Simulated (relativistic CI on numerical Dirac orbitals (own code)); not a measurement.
**Spin-allowed bands of a d2 ion in an octahedral site, by hand**

Problem. Take Δ = 17860 cm⁻¹ and B = 380 cm⁻¹ for a d2 ion in an octahedral site. Calculate the three spin-allowed bands.

Working.
1. The terms of highest spin are 3F (energy 0) and 3P (15B = 5700 cm⁻¹). Here the F term splits into A2 at +1.2Δ = 21432, T2 at +0.2Δ = 3572 and T1 at −0.6Δ = -10716 cm⁻¹.
2. The two T1 states mix through the element 0.4Δ: H = [[-10716, 7144], [7144, 5700]], with roots ½(H₁₁ + H₂₂) ∓ ½√[(H₂₂ − H₁₁)² + 4H₁₂²] = ½(-5016) ∓ ½(21763) = -13390 and 8374 cm⁻¹.
3. The ground term is 3T1 at -13390 cm⁻¹.
4. Bands: 3T2 16962 cm⁻¹ (590 nm), 3T1(P) 21763 cm⁻¹ (459 nm), 3A2 34822 cm⁻¹ (287 nm).

Check. Exact diagonalisation of the whole d2 shell with these parameters gives 3T2 16962, 3T1 21763, 3A2 34822 cm⁻¹. The match is exact, since without spin-orbit coupling no other term has this spin. The ratio of the second band to the first, 1.283, depends on Δ/B = 47.0 alone, which is how a Tanabe-Sugano diagram is read.
